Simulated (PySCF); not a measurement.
CH6ClFSi2, SMILES F[SiH2]C[SiH2]Cl.

The structure is a stationary point at PBE0-D3(BJ)/def2-SVP. The structure was generated by enumeration, and PubChem lists no compound with its InChIKey, so it may never have been made. Other conformers were not sampled.

The numbers are results of SMD-B3LYP/6-31G* (PySCF), not measurements.

Solvation free energies are E(SMD) − E(gas) at the gas-phase geometry, for 1 M in both phases. In vacuum the dipole moment is 1.90 D.

Computed solvation free energies in water, toluene, chloroform:
```
solvent     ΔG(solv) (kcal/mol)  its non-electrostatic (CDS) part  dipole (D)
----------  -------------------  --------------------------------  ----------
water                       0.1                               3.8        2.53
toluene                    -3.0                              -1.3        2.18
chloroform                 -4.0                              -1.4        2.33
```
